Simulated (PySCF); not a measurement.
## S²⁺: excitation energy

S²⁺ [Ne] 3s2 3p2 (3P) → S²⁺ [Ne] 3s1 3p2 3d1 (high-spin determinant), as a difference of total energies. Computed with PySCF 2.14 in aug-cc-pwCVDZ (6s5p3d, 36 functions), with no relativity, point nucleus. Correlated levels: valence and next inner shell: 1s2 frozen. The calculations carry no spin-orbit coupling.

| method | excitation energy (eV) |
| --- | --- |
| UHF | 22.678 |
| MP2 (valence and next inner shell) | 23.953 |
| SCS-MP2 (valence and next inner shell) | 24.288 |
| CCSD (valence and next inner shell) | 23.566 |
| CCSD(T) (valence and next inner shell) | 23.393 |

Q: How much does correlation contribute at CCSD(T) (valence and next inner shell)?

A: 23.393 − (22.678) = 0.715 eV, measured against UHF.

A first-order spin-orbit estimate (lowest level to lowest level, LS coupling) adds 0.016 eV.

The promoted electron is Rydberg-like, and one or two diffuse shells describe it only roughly, which tends to raise the upper state.

The coupled-cluster amplitudes are large for the upper state (T1 above 0.03 or a double amplitude above 0.15), so a single reference is strained.

The determinant of the upper state mixes LS terms, which raises its energy above the lowest term, most at the Hartree-Fock and MP2 levels.
